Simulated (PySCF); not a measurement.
```xyz
3
charge 0 multiplicity 3, angstrom
Hf   -0.1447    0.0000   -0.1009
H    -1.7952    0.0000    0.7740
F     1.4635    0.0000    0.8936
```

Level of theory: UPBE0 in PySCF with Hf def2-TZVP with ECP60, H def2-TZVP, F def2-TZVP; scalar-relativistic core potentials, no spin–orbit coupling; density-fitted integrals.

This geometry of HfHF is a stationary point at this level.

Problem. What is the point group?

Solution. Cs.

Problem. Is it a minimum?

Solution. Yes: all harmonic wavenumbers are real.

Problem. List the harmonic modes with their infrared intensities.

Solution. 
```tsv
symmetry	ω (cm⁻¹)	IR (km/mol)	type
a'	365	43.6	bend
a'	644	106	mixed
a'	1655	267	stretch
```

Problem. What are the dipole moment and the gap between the highest occupied and lowest empty levels of either spin?

Solution. 2.13 D and 2.71 eV.

Problem. Give the atomic charges and bond orders.

Solution. 
```csv
atom,Mulliken,Löwdin,polar tensor,spin (Mulliken),Mayer order to Hf1
Hf1,0.61,0.42,0.88,2.02,–
H2,-0.19,-0.19,-0.32,0.00,0.96
F3,-0.42,-0.23,-0.56,-0.02,1.01
```

Only a few start shapes were tried, so a lower isomer may exist. Other spin states or occupations of the open shell can lie lower. At this level a broken-symmetry Ms = 0 minimum of Cs symmetry lies 17 kJ/mol below this structure. Spin–orbit coupling, left out here, can matter for elements this heavy.
